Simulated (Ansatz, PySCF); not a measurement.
The pair A = H2S (SMILES S) (first 3 atoms), B = CHN (SMILES C#N); geometry from B3LYP-D3(BJ)/def2-TZVP.
(charge 0, multiplicity 1):
```xyz
6

S      0.21905     0.02307    -0.80221
H      0.31104    -0.04992     0.53738
H     -0.01055    -1.29400    -0.92292
C      0.57913    -0.11062     4.04621
N      0.47791    -0.16530     2.90679
H      0.67309    -0.06002     5.10789
```

Frozen-core correlation. CBS: X⁻³ extrapolation of the correlation energy, Hartree–Fock from the larger set.

The values were computed with Ansatz (a program for electronic structure); PySCF for the dispersion terms. 

The monomers are drawn apart, rigid, along the line of their centres of mass. Counterpoise-corrected interaction energies (kcal/mol):

```
level                                          R = 5.226 Å  R = 6.177 Å
---------------------------------------------  -----------  -----------
PBE/def2-TZVPPD                                    -1.1037      -0.5119
PBE-D3(BJ)/def2-TZVPPD                             -1.2971      -0.5787
wB97M-V/def2-TZVPPD                                -1.1448      -0.5538
CCSD(T)/CBS(aug-cc-pV(D+d)Z, aug-cc-pV(T+d)Z)      -1.2150      -0.5668
```

**Question.** R is the distance of the centres of mass. Find the local exponent m of E ∝ R⁻ᵐ between the two points.

**Answer.** 
m = ln(E₁/E₂)/ln(R₂/R₁): PBE/def2-TZVPPD 4.6; PBE-D3(BJ)/def2-TZVPPD 4.8; wB97M-V/def2-TZVPPD 4.3; CCSD(T)/CBS(aug-cc-pV(D+d)Z, aug-cc-pV(T+d)Z) 4.6. For scale, two fixed dipoles give m = 3, dipole and quadrupole 4, quadrupoles 5, and dispersion or dipole-induced dipole 6 at long range; at these distances several terms mix, and what is left of overlap and damping shifts m, so it need not match one of them.
